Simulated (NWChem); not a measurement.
# CH₂N, doublet; SMILES C=[N]

In the optimisation the excess spin sits in b2 (C2v, its own frame).

### Question
Give the equilibrium geometry at PBE-D3(BJ)/def2-SVP, spin-unrestricted (NWChem) as a list of bonds and angles, with the point group.

### Answer
point group C2v; any orientation.
Bonded distances (Å): C1–N2 1.251, C1–H3 1.120, C1–H4 1.120. Angles (°): N2–C1–H3 122.2, N2–C1–H4 122.2, H3–C1–H4 115.6.
